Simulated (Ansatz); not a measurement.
A series at W: from `[OH][W]([OH])([OH])([OH])([Cl])[Cl]`, ligands are replaced one by one, each step taking up HCl and setting free H₂O; n counts the steps. Ansatz, PBE0-D4/def2-TZVP geometries. Each molecule was computed in one conformer, which needn't be the lowest.

```
n                               molecule  HOMO energy, ωB97M-V/def2-TZVPP (eV)
0  `[OH][W]([OH])([OH])([OH])([Cl])[Cl]`                                -10.57
1  `[OH][W]([OH])([OH])([Cl])([Cl])[Cl]`                                -10.78
2  `[OH][W]([OH])([Cl])([Cl])([Cl])[Cl]`                                     ?
3  `[OH][W]([Cl])([Cl])([Cl])([Cl])[Cl]`                                -11.09
4  `[Cl][W]([Cl])([Cl])([Cl])([Cl])[Cl]`                                -11.34
```

**Question.** By hand: fit a straight line y = ȳ + b (n − n̄) to the 4 given rows and predict n = 2.

**Answer.** n̄ = 2.000, ȳ = -10.945; Σ(n − n̄)(y − ȳ) = -1.850, Σ(n − n̄)² = 10.000, so b = -0.185 eV a step. Prediction: -10.945 + (-0.185) × (0.000) = -10.95 eV.

**Question.** By hand: compare with the computed value, -10.85 eV, and give the steps along the whole series.

**Answer.** The line misses by 0.10 eV (computed minus predicted). Steps: -0.21, -0.07, -0.24, -0.25 eV.

The steps differ by up to 0.18 eV without a steady trend. The highest orbital can change its character along such a series. The miss is 13.0 % of the series' range.
